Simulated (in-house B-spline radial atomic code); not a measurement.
A fraction x of an electron is removed from 3d in Fe IV (Fe3+), starting from [Ar] 3d5 and keeping the highest spin. All numbers are computed (scalar-relativistic (X2C) TPSSh, spin-polarised, spherical fractional occupations; Fermi nucleus of rms radius 3.7377 fm) with a radial B-spline atomic code at the basis-set limit, not measured.

Caution: exact exchange at fractional occupations of open shells leaves self-interaction of up to several eV.

| x | E(x) - E(0) (eV) | 3d up level (eV) |
| --- | --- | --- |
| 0 | 0.0000 | -46.276 |
| 0.08 | 3.7621 | -47.779 |
| 0.14 | 6.6629 | -48.915 |
| 0.31 | 15.2549 | -52.178 |
| 0.47 | 23.8529 | -55.307 |
| 0.5 | 25.5210 | -55.900 |
| 0.51 | 26.0810 | -56.098 |
| 0.69 | 36.5015 | -59.698 |
| 0.84 | 45.6844 | -62.749 |
| 0.97 | 54.0157 | -65.430 |
| 1 | 55.9880 | -66.054 |

The exact functional would give a straight line between the two integer points. Deviations E(x) - E(0) - x[E(1) - E(0)], in eV: -0.717 at x = 0.08, -1.175 at x = 0.14, -2.101 at x = 0.31, -2.461 at x = 0.47, -2.473 at x = 0.5, -2.473 at x = 0.51, -2.13 at x = 0.69, -1.346 at x = 0.84, -0.293 at x = 0.97.

The curve lies below the straight line by up to 2.473 eV (at x = 0.5): convex, the delocalisation error, to which spherically averaged exact exchange adds.

**Question.** How well does Slater's transition state (minus the level at half occupation) give the ionisation energy?

**Answer.** It gives 55.900 eV against 55.988 eV from the two total energies; NIST lists 54.91 eV, ground level to ground level. The end point has an open shell averaged over its orbitals, so its exact exchange keeps a self-interaction and this is no true integer point.
